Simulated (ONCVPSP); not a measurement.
## Li (Z = 3): excitation energies, all-electron against ONCV

Li (Z = 3), optimised norm-conserving Vanderbilt (ONCV), made with ONCVPSP 4.0.1 (PBE, scalar-relativistic). Core none, reference 1s2 2s1. Waves: 1s+2s: rc 1.20 bohr, ncon 5, nbas 9, qcut 11.8 1/bohr, 2 projectors; p scattering state at 0.35 Ha: rc 0.95 bohr, ncon 3, nbas 5, qcut 9.1 1/bohr, 3 projectors, debl 2.9 Ha. Local part: polynomial inside 0.85 bohr (lpopt 5, dvloc0 2 Ha). Core correction: none.

Energies are relative to the spin-unpolarised reference configuration 1s2 2s1; without spin polarisation the order of configurations can differ from experiment.

| valence configuration | charge | ΔE all-electron (eV) | error AE − PS (meV) |
| --- | --- | --- | --- |
| 1s2 2s0 | +1 | 5.296 | +0.3 |
| 1s2 2s0.5 | +0.5 | 2.049 | 0.0 |

Task: What are ΔE and the potential's error for 1s2 2s0 2p1?

Result: ΔE = 1.787 eV all-electron; the error (AE − PS) is +0.4 meV.

Task: What are ΔE and the potential's error for 1s1 2s1?

Result: ΔE = 68.407 eV all-electron; the error (AE − PS) is +699 meV.

Levels in the configuration 1s2 2s0.5:

```csv
level,all-electron (eV),pseudo (eV)
1s,-55.759,-55.750
2s,-5.343,-5.343
```
